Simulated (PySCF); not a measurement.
Computed shifts of a molecule C3H4O2Si, KT2/pcSseg-1 in PySCF, GIAO, gas phase, atoms alike by connectivity averaged where their shifts nearly agree, in ppm (number of nuclei): ¹³C: 220.2 (2), 92.1 (1). ²⁹Si: -37.8 (1). ¹H: 5.79 (2), 4.48 (2). References: ¹⁷O against H2O (σ = 330.4 ppm); ¹³C against TMS (σ = 185.1 ppm); ²⁹Si against TMS (σ = 361.9 ppm); ¹H against TMS (σ = 31.47 ppm), references at their B3LYP-D3(BJ)/def2-TZVP geometries, non-relativistic. The structure is a stationary point at B3LYP-D3(BJ)/def2-SVP. The values are those of a single conformer.

### Question
Which molecule gave these data?
(A) C=C1OC(=O)[SiH2]1
(B) O=C1CC(=O)[SiH2]1
(C) C#C[SiH2]OC=O
(D) O=C[Si@H]1C=CO1

### Answer
B, O=C1CC(=O)[SiH2]1
